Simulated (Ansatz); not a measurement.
A single point on CH5AlFN.

```yaml
crystal:
  periodic: [false, false, false]
  atoms:
    - {symbol: N, position_ang: [-0.145567, 1.174434, -0.849780]}
    - {symbol: C, position_ang: [0.449492, 0.041531, -0.733072]}
    - {symbol: F, position_ang: [1.370181, -1.219917, 1.832129]}
    - {symbol: Al, position_ang: [-0.064868, -1.001830, 0.994327]}
    - {symbol: H, position_ang: [-0.055079, 1.801822, -1.641204]}
    - {symbol: H, position_ang: [-0.758858, 1.453501, -0.080811]}
    - {symbol: H, position_ang: [1.093950, -0.191981, -1.584575]}
    - {symbol: H, position_ang: [-0.811356, -2.326688, 0.503695]}
    - {symbol: H, position_ang: [-0.989294, 0.222928, 1.542192]}
basis:
  gaussian: {orbitals: def2-QZVPP}
correlation: {method: mp2}
```

```sh
$ ansatz run in.yaml --threads 2 --pin off --events-out ev --progress --plain --max-ram 4352MiB
```

Shortened log:

```
Functional definition: HF
2327 factors; integrals over basis functions are off by at most 9.7e-4 eV
mean field evaluation 1: about -11880.8845 eV, gradient 3.8e1 eV
mean field evaluation 2: about -11880.9883 eV, gradient 3.8e1 eV
mean field evaluation 4: about -11884.1206 eV, gradient 3.5e0 eV
mean field evaluation 8: about -11884.1697 eV, gradient 2.6e-1 eV
mean field -11884.17018326 eV, -436.7351988549 hartree, gradient 2.5e-6 eV, S^2 0.000000; 0 other end points of the search recorded, 0 dependent functions left out
8 core orbitals not correlated: weight in the atoms' cores, before any rotation towards them, 1.000 or more for the frozen orbitals, at most 0.000 for the correlated occupied ones
reference -11884.17018326 eV, -436.7351988549 hartree; 12, 12 occupied and 371, 371 virtual orbitals, 2327 factors
second order -20.75953189 eV of doubles, -0.00000000 eV of singles
Total energy: -11904.92971515 eV, -437.4980975805 hartree
```

It took 16 s on 2 threads of an Intel Xeon Platinum 8488C on a shared host, with 1.7 GiB of host memory at the peak.
